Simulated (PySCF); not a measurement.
Compound: C6H15PS.
Cartesian coordinates in Å at the PBE0-D3(BJ)/def2-SVP level; atoms count from 1:
```xyz
23
C6H15PS angstrom
C      2.8743    0.3621    0.6817
C      1.9643   -0.4344   -0.2385
P      0.4210   -0.9876    0.5828
S      0.7199   -2.0613    2.1897
C     -0.4848   -1.8685   -0.7457
C     -1.8408   -2.3864   -0.2954
C     -0.5441    0.5327    0.9335
C     -0.8578    1.4393   -0.2453
H      3.0450   -0.1933    1.6163
H      2.4370    1.3381    0.9432
H      3.8476    0.5510    0.2048
H      1.6971    0.1286   -1.1491
H      2.4569   -1.3652   -0.5645
H     -0.5642   -1.2008   -1.6205
H      0.1766   -2.7030   -1.0311
H     -2.5417   -1.5638   -0.0843
H     -2.2968   -3.0205   -1.0701
H     -1.7316   -2.9811    0.6240
H      0.0298    1.0558    1.7154
H     -1.4585    0.1748    1.4334
H     -1.4187    2.3256    0.0882
H      0.0557    1.8008   -0.7422
H     -1.4739    0.9311   -1.0028
```

Method used: TDDFT CAM-B3LYP/def2-SVPD, vertical, gas phase, core orbitals frozen in the response (PySCF).

Kohn–Sham orbitals with the atoms that hold most of them (Löwdin shares over 4%, at most four atoms; ? is withheld):

| orbital | ε (eV) | atoms |
| --- | --- | --- |
| HOMO-3 | -10.75 | P3 18%, C5 14%, C2 13%, C6 11% |
| HOMO-2 | -10.46 | S4 52%, P3 19%, C2 6%, C5 5% |
| HOMO-1 | -7.47 | S4 73%, P3 13% |
| HOMO | -7.43 | ? |
| LUMO | 0.90 | ? |
| LUMO+1 | 1.61 | S4 18%, H21 10%, C8 10%, H13 7% |
| LUMO+2 | 1.65 | C6 13%, C1 12%, H17 8%, H11 7% |

Which atoms hold the LUMO, and with what shares?

C8 (bonded to C and 3 H) 16%; H22 (bonded to C) 6%; C6 (bonded to C and 3 H) 6%; C1 (bonded to C and 3 H) 6%. By element: carbon 28% or more, hydrogen 6% or more.

Which atoms hold the HOMO, and with what shares?

S4 (bonded to P) 75%; P3 (bonded to 3 C and S) 13%; C7 (bonded to C, P and 2 H) 5%.

How does S1 compare with the orbital gap of 8.33 eV?

S1 is at 5.95 eV (f = 0.046), 2.38 eV below the gap, made of HOMO→LUMO (35%), HOMO→LUMO+1 (22%), HOMO→LUMO+4 (18%). Without the coupling terms of the response equations the lowest excitation would equal the gap.

Next come S2 at 5.97 eV (f 0.058), HOMO-1→LUMO (35%), HOMO-1→LUMO+1 (24%), HOMO-1→LUMO+4 (17%); S3 at 6.18 eV (f 0.0067), HOMO→LUMO (49%), HOMO→LUMO+4 (34%); S4 at 6.25 eV (f 0.0047), HOMO-1→LUMO (46%), HOMO-1→LUMO+4 (38%); S5 at 6.48 eV (f 0.0007), HOMO→LUMO+5 (52%), HOMO→LUMO+2 (21%), HOMO→LUMO+12 (8%).

One conformer stands for the species.
